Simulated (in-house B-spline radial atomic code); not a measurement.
# Binding energies in In III (In2+)

NIST's tabulated ground configuration is [Kr] 4d10 5s1; each binding energy is the energy of the ion with one electron taken from that subshell, relaxed, less that of the parent. All numbers are computed (Dirac-Hartree-Fock, average of configuration; Fermi nucleus of rms radius 4.6156 fm) with a radial B-spline atomic code at the basis-set limit, not measured. Energies include first-order Breit, QED and recoil terms.

```json
{"subshell": "2p1/2", "X-ray name": "L2", "binding energy (eV)": "3966.9", "-ε (eV)": "4013.2", "relaxation (eV)": "37.5"}
{"subshell": "2p3/2", "X-ray name": "L3", "binding energy (eV)": "3758.8", "-ε (eV)": "3801.4", "relaxation (eV)": "36.4"}
{"subshell": "3p1/2", "X-ray name": "M2", "binding energy (eV)": "733.3", "-ε (eV)": "749.2", "relaxation (eV)": "14.6"}
{"subshell": "3p3/2", "X-ray name": "M3", "binding energy (eV)": "694.8", "-ε (eV)": "709.7", "relaxation (eV)": "14.1"}
{"subshell": "3d3/2", "X-ray name": "M4", "binding energy (eV)": "478.6", "-ε (eV)": "494.4", "relaxation (eV)": "15.5"}
{"subshell": "3d5/2", "X-ray name": "M5", "binding energy (eV)": "471", "-ε (eV)": "486.4", "relaxation (eV)": "15.3"}
{"subshell": "4p1/2", "X-ray name": "N2", "binding energy (eV)": "116.2", "-ε (eV)": "119.9", "relaxation (eV)": "3.5"}
{"subshell": "4p3/2", "X-ray name": "N3", "binding energy (eV)": "109.6", "-ε (eV)": "112.9", "relaxation (eV)": "3.3"}
{"subshell": "4d3/2", "X-ray name": "N4", "binding energy (eV)": "43.47", "-ε (eV)": "45.80", "relaxation (eV)": "2.33"}
{"subshell": "4d5/2", "X-ray name": "N5", "binding energy (eV)": "42.61", "-ε (eV)": "44.84", "relaxation (eV)": "2.25"}
{"subshell": "5s", "X-ray name": "O1", "binding energy (eV)": "26.59", "-ε (eV)": "26.75", "relaxation (eV)": "0.13"}
```

Relaxation = -ε minus the binding energy without Breit, QED and recoil terms.

Emission lines follow as differences of binding energies, with λ = 12398.42 eV·Å / E:

```
 line          holes  energy (eV)  wavelength (Å)
L3-M5  2p3/2 → 3d5/2       3287.8           3.771
L2-M4  2p1/2 → 3d3/2       3488.3          3.5543
L2-N4  2p1/2 → 4d3/2       3923.4          3.1601
```

**Question.** What does it cost to remove both a 3p3/2 and a 3d5/2 electron?

**Answer.** 1205.5 eV, which is 39.65 eV more than the two single binding energies together.

**Question.** What does it cost to remove both a 3d5/2 and a 4p1/2 electron?

**Answer.** 610.11 eV, which is 22.88 eV more than the two single binding energies together.
